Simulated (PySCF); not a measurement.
# Relaxation of quintet OsI₄

Level of theory: UB3LYP in PySCF with Os def2-SVP with ECP60, I def2-SVP with ECP28; scalar-relativistic core potentials, no spin–orbit coupling; density-fitted integrals. A (50,194) grid was used.

A start at or just off a symmetric point, pushed along the force that breaks its symmetry, of D2d symmetry, free to break it:

```xyz
5
charge 0 multiplicity 5, angstrom
Os    0.0000    0.0000    0.0000
I     2.1581    0.0000    1.4912
I    -2.1581    0.0000    1.4912
I     0.0000    2.1581   -1.4912
I     0.0000   -2.1581   -1.4912
```

Optimiser trace:
| step | E − E(last) (kJ/mol) | largest gradient (Eh/bohr) |
| --- | --- | --- |
| 0 | 29.05 | 0.00558 |
| 1 | 20.71 | 0.00501 |
| 2 | 6.07 | 0.00348 |
| 3 | 1.09 | 0.00214 |
| 4 | 0.17 | 0.00151 |
| 5 | 0.01 | 0.00054 |
| 6 | 0.00 | 0.00007 |

It ends at D2d with Os–I 2.624 Å (×4); I–Os–I 99.4° (×4), I–Os–I 132.4° (×2) (after a last refinement on a finer grid). A frequency run shows a minimum.

Final geometry:
Z-matrix (Å, degrees; charge 0 multiplicity 5):
```
Os
I  1 2.6242
I  1 2.6242 2 132.39
I  1 2.6242 2 99.37 3 111.98
I  1 2.6242 2 99.37 3 -111.98
```

Other spin states or occupations of the open shell can lie lower. Spin–orbit coupling, left out here, can matter for elements this heavy.

The relaxation took 120 s on 2 threads of a shared Arm Neoverse V1 host, with 136 basis functions and 7 gradients; the process peaked at 1.2 GiB. Launch command: `OMP_NUM_THREADS=2 python axn.py task.json out`.
